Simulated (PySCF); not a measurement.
Isomers of C8H12BN, mass 133.106 u with the commonest isotopes. The calculation used PBE0-D3(BJ)/def2-SVP geometry optimisation, gas phase (PySCF). One conformer each, none proved a minimum here; rigid rotors.

Question: Order these by rotational constant C, smallest first.
A. `[CH3:1][N:2]([CH3:3])[BH:4][c:5]1[cH:6][cH:7][cH:8][cH:9][cH:10]1` with N2–B4–C5–C6 138°
B. `[BH:1]1[CH2:2][CH2:3][CH2:4][C@@H:5]1[n:6]1[cH:7][cH:8][cH:9][cH:10]1` with C4–C5–N6–C7 -85°, C5–B1–C2–C3 12°, B1–C2–C3–C4 -30°, C2–C3–C4–C5 38°, C3–C4–C5–N6 88°
C. `[BH2:1][c:2]1[cH:3][cH:4][cH:5][cH:6][c:7]1[N:8]([CH3:9])[CH3:10]` with H–B1–C2–C3 17° and -158°

Answer: A (625.2 MHz), C (805.6 MHz), B (867.2 MHz).

Question: Order these by rotational constant B, smallest first.
A. `[BH3-:1][n+:2]1[cH:3][cH:4][cH:5][cH:6][c:7]1[CH:8]1[CH2:9][CH2:10]1` with C6–C7–C8–C9 -31°
B. `[BH:1]1[CH2:2][CH2:3][CH2:4][C@@H:5]1[n:6]1[cH:7][cH:8][cH:9][cH:10]1` with C4–C5–N6–C7 -85°, C5–B1–C2–C3 12°, B1–C2–C3–C4 -30°, C2–C3–C4–C5 38°, C3–C4–C5–N6 88°
C. `[CH3:1][N:2]([CH3:3])[BH:4][c:5]1[cH:6][cH:7][cH:8][cH:9][cH:10]1` with N2–B4–C5–C6 138°
D. `[BH2:1][c:2]1[cH:3][cH:4][cH:5][cH:6][c:7]1[N:8]([CH3:9])[CH3:10]` with H–B1–C2–C3 17° and -158°

Answer: C (711.3 MHz), B (931.5 MHz), A (1129 MHz), D (1178 MHz).

Question: Order these by dipole moment, smallest first.
A. `[BH2:1][c:2]1[cH:3][cH:4][cH:5][cH:6][c:7]1[N:8]([CH3:9])[CH3:10]` with H–B1–C2–C3 17° and -158°
B. `[CH3:1][N:2]([CH3:3])[BH:4][c:5]1[cH:6][cH:7][cH:8][cH:9][cH:10]1` with N2–B4–C5–C6 138°
C. `[BH3-:1][n+:2]1[cH:3][cH:4][cH:5][cH:6][c:7]1[CH:8]1[CH2:9][CH2:10]1` with C6–C7–C8–C9 -31°
D. `[BH:1]1[CH2:2][CH2:3][CH2:4][C@@H:5]1[n:6]1[cH:7][cH:8][cH:9][cH:10]1` with C4–C5–N6–C7 -85°, C5–B1–C2–C3 12°, B1–C2–C3–C4 -30°, C2–C3–C4–C5 38°, C3–C4–C5–N6 88°

Answer: B (1.74 D), D (2.38 D), A (2.62 D), C (6.09 D).

```csv
SMILES,point group,Ia (u·Å²),Ib (u·Å²),Ic (u·Å²),κ,μa (D),μb (D),μc (D)
CN(C)Bc1ccccc1,C1,147.20,710.48,808.38,-0.94,1.26,1.03,0.63
Bc1ccccc1N(C)C,C1,231.43,429.04,627.32,-0.46,1.53,2.05,0.59
B1CCC[C@@H]1n1cccc1,C1,161.99,542.54,582.78,-0.94,2.27,0.73,0.09
[BH3-][n+]1ccccc1C1CC1,near Cs,223.98,447.45,627.75,-0.55,0.24,6.08,0.03
```
